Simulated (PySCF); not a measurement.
## Frontier levels across methods

Compound: C4H5B.
Cartesian coordinates in Å at the PBE0-D3(BJ)/def2-SVP level; atoms count from 1:
```
atom  x, y, z in Å
B1     2.6655    0.1423   -0.1729
C2     1.1669    0.2262   -0.1986
C3    -0.0596    0.2855   -0.2107
C4    -1.4747    0.3750   -0.2392
C5    -2.2770   -0.4143    0.4948
H6     3.3285    0.9208   -0.8158
H7     3.2129   -0.7047    0.4919
H8    -1.9145    1.1360   -0.8950
H9    -1.8643   -1.1796    1.1569
H10   -3.3636   -0.3077    0.4482
```

Basis pcSseg-2 throughout (PySCF), one geometry. Geometry: PBE0-D3(BJ)/def2-SVP; no solvent, vibrations or thermal averaging.

**Question.** How do the orbital energies, the gap and the dipole change with the method?

**Answer.** 
```tsv
method	kind	HOMO (eV)	LUMO (eV)	gap (eV)	μ (D)	SCF cycles
BLYP	GGA	-6.32	-3.31	3.01	2.45	16
B97-D	GGA	-6.42	-3.31	3.10	2.41	16
OPBE	GGA	-6.42	-3.39	3.04	2.43	16
PBE	GGA	-6.46	-3.49	2.97	2.47	16
KT2	GGA	-6.47	-3.44	3.03	2.47	17
KT3	GGA	-6.49	-3.39	3.10	2.42	16
BP86	GGA	-6.55	-3.55	2.99	2.47	16
LDA	LDA	-6.58	-3.74	2.84	2.50	16
B97-2	global hybrid	-7.39	-2.59	4.80	2.31	14
B3LYP	global hybrid	-7.43	-2.78	4.65	2.33	14
PBE0	global hybrid	-7.64	-2.60	5.04	2.32	14
mPW1PW91	global hybrid	-7.67	-2.60	5.06	2.32	14
BHandHLYP	global hybrid	-8.43	-1.57	6.87	2.20	14
CAM-B3LYP	range-separated hybrid	-8.84	-1.54	7.31	2.20	13
wB97X-D	range-separated hybrid	-9.36	-0.83	8.53	2.17	14
HF	Hartree–Fock	-9.64	0.92	10.56	2.10	12
LC-wPBE	range-separated hybrid	-10.15	-0.47	9.68	2.06	13
```

The HOMO spans 3.83 eV, from BLYP down to LC-wPBE, and the gap runs from 2.84 eV (LDA) to 10.56 eV (HF). Over the methods BLYP (0 %), B97-D (0 %), OPBE (0 %), PBE (0 %), KT2 (0 %), KT3 (0 %), BP86 (0 %), LDA (0 %), B97-2 (21 %), B3LYP (20 %), PBE0 (25 %), mPW1PW91 (25 %), BHandHLYP (50 %), HF (100 %), a straight line through the gap against the share of exact exchange rises by 0.76 eV for each 10 % (correlation coefficient 0.999). The dipole ranges from 2.06 D (LC-wPBE) to 2.50 D (LDA). This basis has no diffuse functions.
